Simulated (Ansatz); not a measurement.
Calculated with Ansatz (gas phase, PBE0-D4/def2-TZVP geometries, no zero-point term in ΔE). CCSD(T)/CBS is the MP2 limit (def2-TZVPP, def2-QZVPP) plus CCSD(T) − MP2 in def2-TZVPP, frozen cores. This one scheme is used for every species, atoms too. DFT in def2-TZVPP. HSE06 is defined as in plane-wave codes. Open shells (•) are unrestricted, without spin–orbit coupling. Spin–orbit coupling would lower the free atoms: a little for Cl; clearly for Se. For Se outer-core shells are correlated without core-valence functions, so the limit isn't a true one: a few kJ/mol of doubt a bond, and 10 to 20 or more in all where bonds break to atoms. Scalar relativity is left out up to krypton. Each species was taken in one conformer, which may not be the lowest.

Reaction (atomization): `Cl[Se][Se]Cl` → 2 Cl• + 2 Se•

| level | ΔE (eV) |
| --- | --- |
| HSE06-D4 | 8.27 |
| B2PLYP | 7.65 |
| revPBE | 8.12 |
| CCSD(T)/def2-SVP | 6.12 |

Q: What does CCSD(T)/CBS give? (An estimate is asked.)

A: Computed: +8.05 eV. The listed levels differ from it by 0.22, -0.40, 0.07, -1.93 eV.

Largest T1 diagnostic among the species: 0.013.

Leaving LDA and LC-ωPBE aside and taking each functional with its dispersion term where it has one, the values, not all of them listed here, spread over 1.90 eV, from BHLYP-D4 to PBE-D4. LDA lies +2.07 eV from PBE without D4, its usual overbinding. From r2SCAN to r2SCAN0 (25 % exact exchange), in def2-TZVPP and without D4, ΔE moves by −0.63 eV: exact exchange takes away binding that semilocal exchange gives to molecules. At CCSD(T), def2-SVP lies −1.93 eV from the extrapolated value and def2-TZVPP −0.71 eV: correlation converges slowly with the basis, and small sets miss more of it in the bonded molecule than in its fragments.

For atomizations the MP2-based limit and the directly extrapolated one differ by several kJ/mol either way, and by 10 to 25 for some Ge, Se and Sn compounds, so smaller differences from it don't rank the levels.
